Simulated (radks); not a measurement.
The numbers below are computed, except where a source is named.
Ionisation of the rhenium ion Re3+, [Xe] 4f14 5d4, to Re4+, [Xe] 4f14 5d3, under several functionals. Scalar-relativistic Kohn-Sham, spin-polarised, spherical densities, finite nucleus; open shells are filled with parallel spins first (spin-orbit coupling, left out, can overturn this in heavy ions); a radial shooting solver on a logarithmic mesh with Libxc functionals.

functional            E(Re3+) (hartree)  Exc (hartree)  IE (eV)  -e(HOMO) (eV)  <r> HOMO (bohr)  IE error (eV)
SCAN                        -16690.1297      -331.0133   40.714         34.518            1.662         +1.614
exchange-only r2SCAN        -16685.0464      -325.7667   39.791         33.648            1.668         +0.691
r2SCAN                      -16689.4689      -330.2448   40.764         34.566            1.658         +1.664

NIST Atomic Spectra Database: 39 eV (theoretical). Closest: exchange-only r2SCAN. The Delta-SCF values span 0.97 eV, the total energies 5.08 hartree. The highest occupied level is 5d. Open shells are spherical and high-spin; term and fine-structure splittings are not resolved. Spin-orbit splitting is averaged out at the scalar-relativistic level.
